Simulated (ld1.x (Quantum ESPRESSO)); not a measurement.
## Ranking TM semilocal potentials for S

All share these settings but for the change named:

ld1.x (Quantum ESPRESSO) 7.5 input, shortened:

```
&input
   title='S', zed=16., rel=1, dft='PBE', iswitch=3,
   config='[Ne] 3s2 3p4'
 /
 &inputp
   pseudotype=1, tm=.true., lloc=0,
   nlcc=.true., rcore=0.90
 /
2
3P  2  1   4.00   0.00  1.30  1.30  0.0
3S  1  0   2.00   0.00  1.10  1.10  0.0
 &test
   configts(1)='3s2 3p4'
 /
```

Test errors are all-electron minus pseudo excitation energies from the reference, over 3s2 3p3; 3s2 3p2; 3s2 3p1; 3s1 3p4; 3s2 3p4.3; 3s2 3p0; 3s1 3p5. None of these files shows a bound ghost.

The base gives 212.0 meV.

Of 8 variants that were run, those that failed, showed a ghost or another fault, or gave nearly equal values are left out.

A variant can come out equal or close to the base, since the largest error may sit in a test that the change hardly touches while other tests move.

Question: Rank these variants by their largest absolute test error, smallest first.
A. all radii but the core radius scaled by about 1.23 (s 1.34, p 1.60 bohr)
B. all radii but the core radius scaled by about 0.94 (s 1.04, p 1.22 bohr)
C. all radii but the core radius scaled by about 0.84 (s 0.92, p 1.10 bohr)

Answer: A (203.6 meV), B (244.1 meV), C (375.2 meV).
